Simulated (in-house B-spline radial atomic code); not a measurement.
Configurations of Ca VII (Ca6+), with energies counted from [Ne] 3s2 3p2. All numbers are computed (non-relativistic TPSS, spin-polarised, spherical fractional occupations; point nucleus) with a radial B-spline atomic code at the basis-set limit, not measured. Shells without spins written out take the highest spin.

Occupations are held fixed; configurations that lie above the ionisation limit could autoionise.

| configuration | E - E(ref) (eV) | highest orbital | its <r> (bohr) |
| --- | --- | --- | --- |
| [Ne] 3s2 3p(1 up, 1 down) | 2.3919 | 3p up | 1.087 |
| [Ne] 3s1 3p3 | 12.952 | 3p up | 1.077 |
| [Ne] 3s2 3p(1 up, 0 down) 3d(1 up, 0 down) | 31.19 | 3d up | 1.115 |
| [Ne] 3s1 3p2 4d1 | 92.56 | 4d up | 2.5 |
| [He] 2s2 2p5 3s2 3p2 4s1 | 402.54 | 4s up | 2.141 |
| [He] 2s2 2p(2 up, 3 down) 3s2 3p(1 up, 1 down) 4s(0 up, 1 down) | 406.06 | 4s down | 2.151 |

(1) Order these further configurations by energy, lowest first.
A. [He] 2s2 2p(3 up, 2 down) 3s2 3p(2 up, 0 down) 4f(1 up, 0 down)
B. [Ne] 3s2 3p1 4s1
C. [Ne] 3s1 3p2 3d1
D. [Ne] 3s1 3p2 4s1
E. [He] 2s2 2p5 3s2 3p3

(2) How far above the reference does [Ne] 3s2 3p1 4d1 lie?

(3) How far above the reference does [He] 2s2 2p(3 up, 2 down) 3s2 3p(0 up, 2 down) 4p(0 up, 1 down) lie?

## Answers

(1) C (44.273 eV), B (61.129 eV), D (75.461 eV), E (335.47 eV), A (426.57 eV).

(2) 78.088 eV; its least bound orbital is 4d up with <r> = 2.513 bohr.

(3) 410.82 eV; its least bound orbital is 4p down with <r> = 2.26 bohr.
